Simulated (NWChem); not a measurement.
Isomers of C$_{2}$H$_{9}$NSi, each optimised at PBE0/def2-SVP with NWChem, gas phase unless a solvent is named. Flexible species stand in one conformer each, which need not be the lowest.  Relative energies count from the lowest isomer at each level and are electronic, without zero-point energy, on those geometries.

A: C[C@@H](N)[SiH3]
B: CNC[SiH3]
C: N([SiH3])(C)C
D: C[SiH2]CN

Problem. Rank them by relative energy, PBE/def2-TZVP (kcal/mol), lowest first.

Solution. D (0.0), C (3.1), A (8.9), B (16.5)
